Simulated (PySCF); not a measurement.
InF, SMILES [F][In] (connectivity only; charge and spin as stated), neutral, multiplicity 1.

Geometry optimised at B3LYP-D3(BJ)/def2-TZVP. The def2 effective core potentials stand for the cores of In; spin–orbit coupling is left out.

Calculation: B3LYP-D3(BJ)/def2-TZVP run with PySCF.

Frequencies are harmonic and unscaled.

Question: Give all harmonic wavenumbers and intensities. (Estimate from the structure and the level; the computed values follow.)

Answer: 
```
mode  ν (cm⁻¹)  IR (km/mol)  moving atoms (share of kinetic energy)
----  --------  -----------  --------------------------------------
1          515        113.6                         F 86 %, In 14 %
```
